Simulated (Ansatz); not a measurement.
N-butyl-N-methylpyrrolidinium cyclic bis(sulfonyl)imide (C₁₂H₂₀F₆N₂O₄S₂). Charge 0, multiplicity 3. Geometry PBE-D4/def2-SVP, that of the neutral singlet; atoms count from 1.

```tsv
atom	x (Å)	y (Å)	z (Å)
C1	-2.6425	-2.2958	-2.4032
C2	-2.4351	-1.6512	-1.0331
C3	-1.8092	-0.2514	-1.1399
C4	-1.3615	0.2481	0.2252
N5	-0.9766	1.7274	0.2854
C6	-0.0992	2.1144	-0.8710
C7	-0.2570	2.0068	1.6254
C8	-1.0034	3.1759	2.2569
C9	-2.4438	2.9597	1.7792
C10	-2.2342	2.5983	0.3149
H11	-3.2739	-1.6672	-3.0665
H12	-3.1339	-3.2848	-2.3106
H13	-1.6633	-2.4485	-2.9008
H14	-3.3976	-1.5832	-0.4778
H15	-1.7575	-2.2919	-0.4317
H16	-2.5396	0.4452	-1.6113
H17	-0.9308	-0.3104	-1.8155
H18	-0.4772	-0.3216	0.5681
H19	-2.1569	0.1241	0.9888
H20	0.7427	1.3968	-0.9432
H21	0.2755	3.1381	-0.6902
H22	-0.6983	2.0906	-1.7981
H23	-0.3299	1.0839	2.2290
H24	0.8187	2.1654	1.4215
H25	-0.6151	4.1476	1.8856
H26	-0.8944	3.1752	3.3583
H27	-2.9212	2.1224	2.3305
H28	-3.0953	3.8478	1.8916
H29	-2.0189	3.5040	-0.2840
H30	-3.0616	2.0486	-0.1696
O31	2.8255	1.3061	0.8103
S32	2.4088	-0.1193	0.8172
O33	1.5900	-0.6106	1.9562
N34	1.8259	-0.4430	-0.6782
S35	1.3730	-1.9891	-1.0245
O36	0.9716	-2.0167	-2.4465
O37	0.5165	-2.6411	-0.0025
C38	3.0429	-2.8837	-0.9017
F39	2.8366	-4.2088	-1.0494
F40	3.8350	-2.4408	-1.9000
C41	3.7577	-2.6428	0.4643
F42	3.0318	-3.2225	1.4451
F43	4.9752	-3.2529	0.4048
C44	4.0021	-1.1493	0.8438
F45	4.5336	-1.0992	2.0827
F46	4.8646	-0.6005	-0.0354
```

Single mean-field runs in def2-TZVP are fitted with def2-universal-jkfit. At PBE0-D4/def2-TZVP a singlet of charge 0 lies 6.37 eV below the triplet at the same geometry.

(1) Estimate the Mulliken populations of the heavy atoms from the PBE0/def2-TZVP orbitals of Ansatz.

(2) Where does the spin sit?

(3) And the Mayer bond orders between heavy atoms (over 0.3)?

Answers

(1) 
```json
{"atom": "C1", "charge (e)": "-0.39", "spin (α − β)": "0.00"}
{"atom": "C2", "charge (e)": "-0.19", "spin (α − β)": "0.00"}
{"atom": "C3", "charge (e)": "-0.28", "spin (α − β)": "0.00"}
{"atom": "C4", "charge (e)": "-0.33", "spin (α − β)": "0.00"}
{"atom": "N5", "charge (e)": "0.26", "spin (α − β)": "0.00"}
{"atom": "C6", "charge (e)": "-0.40", "spin (α − β)": "0.00"}
{"atom": "C7", "charge (e)": "-0.30", "spin (α − β)": "-0.01"}
{"atom": "C8", "charge (e)": "-0.17", "spin (α − β)": "0.00"}
{"atom": "C9", "charge (e)": "-0.21", "spin (α − β)": "0.00"}
{"atom": "C10", "charge (e)": "-0.24", "spin (α − β)": "0.00"}
{"atom": "O31", "charge (e)": "-0.41", "spin (α − β)": "0.13"}
{"atom": "S32", "charge (e)": "0.51", "spin (α − β)": "0.26"}
{"atom": "O33", "charge (e)": "-0.38", "spin (α − β)": "0.15"}
{"atom": "N34", "charge (e)": "-0.19", "spin (α − β)": "0.66"}
{"atom": "S35", "charge (e)": "0.56", "spin (α − β)": "0.21"}
{"atom": "O36", "charge (e)": "-0.40", "spin (α − β)": "0.12"}
{"atom": "O37", "charge (e)": "-0.38", "spin (α − β)": "0.16"}
{"atom": "C38", "charge (e)": "0.29", "spin (α − β)": "0.04"}
{"atom": "F39", "charge (e)": "-0.14", "spin (α − β)": "0.00"}
{"atom": "F40", "charge (e)": "-0.14", "spin (α − β)": "0.00"}
{"atom": "C41", "charge (e)": "0.16", "spin (α − β)": "0.17"}
{"atom": "F42", "charge (e)": "-0.14", "spin (α − β)": "0.00"}
{"atom": "F43", "charge (e)": "-0.16", "spin (α − β)": "0.03"}
{"atom": "C44", "charge (e)": "0.29", "spin (α − β)": "0.04"}
{"atom": "F45", "charge (e)": "-0.14", "spin (α − β)": "0.00"}
{"atom": "F46", "charge (e)": "-0.14", "spin (α − β)": "0.00"}
```
Mulliken values depend strongly on the basis.

(2) Summed by element: C 0.23, N 0.66, H 0.04, O 0.56, S 0.47, F 0.03, of 2 unpaired in all. Largest on single atoms: N34 0.66, S32 0.26, S35 0.21.

(3) C1–C2 1.01 (1.53 Å); C2–C3 1.00 (1.54 Å); C3–C4 0.97 (1.52 Å); C4–N5 0.89 (1.53 Å); N5–C6 0.90 (1.50 Å); N5–C7 0.85 (1.55 Å); N5–C10 0.88 (1.53 Å); C7–C8 1.00 (1.52 Å); C8–C9 0.99 (1.53 Å); C9–C10 1.03 (1.52 Å); O31–S32 1.63 (1.49 Å); S32–O33 1.68 (1.49 Å); S32–N34 1.00 (1.64 Å); S32–C44 0.84 (1.90 Å); N34–S35 0.97 (1.65 Å); S35–O36 1.70 (1.48 Å); S35–O37 1.68 (1.48 Å); S35–C38 0.82 (1.90 Å); C38–F39 1.12 (1.35 Å); C38–F40 1.12 (1.35 Å); C38–C41 1.00 (1.56 Å); C41–F42 1.11 (1.35 Å); C41–F43 1.04 (1.36 Å); C41–C44 1.00 (1.56 Å); C44–F45 1.12 (1.35 Å); C44–F46 1.12 (1.35 Å).
